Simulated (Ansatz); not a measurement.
`[NH2][Hf]([F])([Cl])[Cl]` + H–F → `[NH2][Hf]([F])([F])[Cl]` + HCl at 298.15 K and 1 bar (ligand exchange at the Hf–Cl bond).

Calculated with Ansatz (gas phase, PBE0-D4/def2-TZVP geometries, no zero-point term in ΔE). CCSD(T)/CBS adds triple-zeta CCSD(T) − MP2 to the extrapolated MP2 energy (def2 sets, frozen cores). This one scheme is used for every species. Elements past krypton have def2 core potentials. For Hf outer-core shells are correlated without core-valence functions, which leaves a few kJ/mol of doubt a bond. One conformer a species, not always the lowest.

```
                   species  CCSD(T)/CBS energy (Eh)  H − E (kJ/mol)  S (J/(mol·K))
`[NH2][Hf]([F])([Cl])[Cl]`              -1123.44141            99.7          392.8
                       H–F               -100.39570            33.5          173.6
 `[NH2][Hf]([F])([F])[Cl]`               -763.45993           100.9          379.9
                       HCl               -460.38127            26.6          186.8
```

H − E and S are ideal-gas, rigid-rotor, harmonic terms from PBE0-D4/def2-TZVP, for one conformer and one mirror image of each species. 1 Eh = 2625.50 kJ/mol, R = 8.31446 J/(mol·K).

Task: By hand: ΔE, ΔH, ΔS and ΔG.

Result: ΔE = (-763.45993) + (-460.38127) − (-1123.44141) − (-100.39570) = -0.00409 Eh = -10.7 kJ/mol. Δ(H − E) = 100.9 + 26.6 − 99.7 − 33.5 = -5.7, so ΔH = -16.4 kJ/mol. ΔS = 379.9 + 186.8 − 392.8 − 173.6 = 0.3 J/(mol·K). ΔG = -16.4 − 298.15 × (0.3)/1000 = -16.5 kJ/mol.

Task: By hand: the equilibrium constant, and the temperature at which ΔG would vanish if ΔH and ΔS stayed fixed.

Result: log₁₀ K = −ΔG/(RT ln 10) = 2.9. ΔH and −TΔS have one sign here, so there is no such temperature.

The number of gas molecules stays the same, so ΔS is small and ΔH decides. A doubt of 5 kJ/mol in ΔE shifts log₁₀ K by 0.9 here. Other conformers and mirror images would add mixing entropy, several J/(mol·K) or more a flexible species. These are equilibria of isolated gas molecules and say nothing of rates. Largest T1 diagnostic: 0.015 (customary marks: 0.02 for closed shells, 0.045 for open ones).

ΔS is within the doubt of such terms, so its sign, and with it that verdict, could turn.
